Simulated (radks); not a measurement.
Species: Ba36+. Configuration: [Ne] 3s2 3p5.5 3d2 4d0.5 (fractional occupations, a model configuration).

Calculated with a radial shooting solver on a logarithmic mesh with Libxc functionals: scalar-relativistic Kohn-Sham, r2SCAN, spin-polarised, spherical densities, finite nucleus; open shells are filled with parallel spins first (spin-orbit coupling, left out, can overturn this in heavy ions); meta-GGA in the generalised Kohn-Sham scheme; Fermi nuclear charge, rms radius 4.8378 fm.

Energy parts (eV):
total: -193731.91
kinetic: 205906.46
electron-nucleus: -428432.64
Hartree: 32403.73
exchange-correlation: -3609.47

Orbitals (lengths in bohr, moments of r in powers of bohr; r(max) is where P^2 peaks):
| orbital | occ. | eigenvalue (eV) | r(max) | <r^4> |
|---|---|---|---|---|
| 1s up | 1 | -39235.66 | 0.01642 | 2.077e-06 |
| 1s down | 1 | -39233.88 | 0.01642 | 2.076e-06 |
| 2s up | 1 | -7780.039 | 0.09251 | 0.0003316 |
| 2s down | 1 | -7767.531 | 0.09246 | 0.0003301 |
| 2p up | 3 | -7179.459 | 0.07434 | 0.0002394 |
| 2p down | 3 | -7169.057 | 0.07429 | 0.0002381 |
| 3s up | 1 | -2841.584 | 0.2540 | 0.01022 |
| 3s down | 1 | -2825.910 | 0.2544 | 0.01031 |
| 3p up | 3 | -2650.164 | 0.2460 | 0.009913 |
| 3p down | 2.5 | -2633.343 | 0.2464 | 0.01000 |
| 3d up | 2 | -2413.037 | 0.1977 | 0.006898 |
| 3d down | 0 | -2392.846 | 0.1979 | 0.006972 |
| 4s up | 0 | -1428.618 | 0.5227 | 0.1300 |
| 4s down | 0 | -1407.398 | 0.5223 | 0.1316 |
| 4p up | 0 | -1352.553 | 0.5262 | 0.1368 |
| 4p down | 0 | -1330.850 | 0.5261 | 0.1390 |
| 4d up | 0.5 | -1259.020 | 0.5052 | 0.1274 |
| 4d down | 0 | -1237.682 | 0.5032 | 0.1294 |

The highest occupied level is 4d up at -1259.0 eV. The configuration is held as typed, so some empty levels lie below it. Summed over all electrons, <r^2> = 0.9848 bohr^2, which gives a Langevin (diamagnetic) susceptibility term of -0.78 x 10^-6 cm^3/mol. The density falls to 0.001 e/bohr^3 at r = 1.08 bohr. The electron density at the nucleus is 3.343e+05 e/bohr^3 (large components only). The spin density at the nucleus is -8.71 e/bohr^3 (1s -9.23, 2s -41.02, 3s 41.54).
